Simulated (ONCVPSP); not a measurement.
# Cs (Z = 55): variants of one ONCV potential

Base potential:

caesium, optimised norm-conserving Vanderbilt (ONCV), made with ONCVPSP 4.0.1 (LDA (Perdew-Wang 92), scalar-relativistic). Core [Kr] 4d10, reference 5s2 5p6 6s1. Waves: 5s+6s: rc 2.70 bohr, ncon 4, nbas 8, qcut 4.5 1/bohr, 2 projectors; 5p: rc 3.40 bohr, ncon 4, nbas 7, qcut 4.9 1/bohr, 2 projectors, debl 3 Ha; d scattering state at 0.34 Ha: rc 3.00 bohr, ncon 5, nbas 9, qcut 3.1 1/bohr, 2 projectors, debl 0.8 Ha. Local part: polynomial inside 2.40 bohr (lpopt 4, dvloc0 0 Ha). Core correction: Teter function, fcfact 1.5, rcfact 1.2.

In the d channel the program set the typed energies aside and used 0.050, 0.850 Ha.

All-electron outer shells of the reference configuration (LDA (PZ), scalar-relativistic, ld1.x):

```csv
shell,level (eV),outermost node (bohr),outermost maximum (bohr)
5s,-26.90,0.82,1.54
5p,-13.61,0.89,1.76
6s,-2.23,2.10,4.68
```

Cutoffs, loose and tight: the cutoffs (Ha) at which the residual kinetic energy of the hardest occupied pseudo-wave falls to 1 and 0.1 mHa per electron. They do not see the model core or the augmentation charge, which bear on the density cutoff. Test errors are all-electron minus pseudo excitation energies from the reference, over the configurations 5s2 5p6 6s0; 5s2 5p6 6s0.5; 5s2 5p6 6s0 6p1; 5s2 5p5 6s1. A dash means not determined; rows that change the core or the reference have their own tests. The largest error is taken over the tests solved by every variant that gives reliable tests at all: 5s2 5p5 6s1; 5s2 5p6 6s0; 5s2 5p6 6s0.5.

A true bound ghost makes a file unfit for plane-wave use even where its test errors are small: the radial tests pick states by their node count and pass the ghost by.

| change | outcome | cutoff, loose | cutoff, tight | bound ghosts | GHOST(+) flags above zero | largest test error (meV) |
| --- | --- | --- | --- | --- | --- | --- |
| base | generated, projector energies reset by the program | 6.7 Ha | 8.2 Ha | none | none | -25 |
| all radii but the core radius scaled by about 0.78 (s 2.12, p 2.66, d 2.36 bohr); local potential polynomial inside 1.88 bohr (lpopt 4, dvloc0 0 Ha) | generated, projector energies reset by the program | 8.7 Ha | 14 Ha | none | none | -11 |
| all radii but the core radius scaled by about 0.82 (s 2.22, p 2.80, d 2.48 bohr); local potential polynomial inside 1.98 bohr (lpopt 4, dvloc0 0 Ha) | generated, projector energies reset by the program | 8.4 Ha | 10 Ha | none | s | -14 |
| all radii but the core radius scaled by about 0.91 (s 2.46, p 3.10, d 2.74 bohr); local potential polynomial inside 2.20 bohr (lpopt 4, dvloc0 0 Ha) | generated, projector energies reset by the program | 7.5 Ha | 9.0 Ha | none | s | -20 |
| all radii but the core radius scaled by about 1.07 (s 2.88, p 3.64, d 3.20 bohr); local potential polynomial inside 2.56 bohr (lpopt 4, dvloc0 0 Ha) | generated, projector energies reset by the program | 6.1 Ha | 7.5 Ha | none | none | -19 |
| all radii but the core radius scaled by about 1.15 (s 3.12, p 3.92, d 3.46 bohr); local potential polynomial inside 2.78 bohr (lpopt 4, dvloc0 0 Ha) | generated, projector energies reset by the program | 5.2 Ha | 6.7 Ha | none | d | -24 |
| all radii but the core radius scaled by about 1.19 (s 3.22, p 4.06, d 3.58 bohr); local potential polynomial inside 2.86 bohr (lpopt 4, dvloc0 0 Ha) | generated, projector energies reset by the program | 4.8 Ha | 6.5 Ha | none | none | -16 |

(1) What comes out with this change to the base: all radii but the core radius scaled by about 1.32 (s 3.56, p 4.48, d 3.94 bohr); local potential polynomial inside 3.16 bohr (lpopt 4, dvloc0 0 Ha)?

(2) What comes out with this change to the base: all radii but the core radius scaled by about 1.26 (s 3.40, p 4.28, d 3.76 bohr); local potential polynomial inside 3.02 bohr (lpopt 4, dvloc0 0 Ha)?

(3) What comes out with this change to the base: all radii but the core radius scaled by about 0.95 (s 2.56, p 3.22, d 2.84 bohr); local potential polynomial inside 2.28 bohr (lpopt 4, dvloc0 0 Ha)?

## Answers

(1) outcome: generated, projector energies reset by the program; cutoff, loose: 4.1 Ha; cutoff, tight: 5.5 Ha; bound ghosts: none; GHOST(+) flags above zero: none; largest test error (meV): -15.

(2) outcome: generated, projector energies reset by the program; cutoff, loose: 4.0 Ha; cutoff, tight: 5.8 Ha; bound ghosts: p; GHOST(+) flags above zero: p; largest test error (meV): -307.

(3) outcome: generated, projector energies reset by the program; cutoff, loose: 7.1 Ha; cutoff, tight: 8.7 Ha; bound ghosts: none; GHOST(+) flags above zero: s; largest test error (meV): -23.

Reading the sweep of the scale of all radii but the core radius (base = 1) (base included, trends over the rows without a ghost): The loose cutoff falls from 8.7 Ha at 0.78 to 4.1 Ha at 1.32. A larger radius leaves more room for a smooth pseudo-wave, so fewer plane waves are needed; a smaller one forces it to follow the all-electron wave where it bends sharply. The median size of the test errors (rows with all tests solved) is not monotonic: lowest 0.3 meV at 1.32, highest 7.1 meV at 1.15. Bound ghosts are found at 1.26.
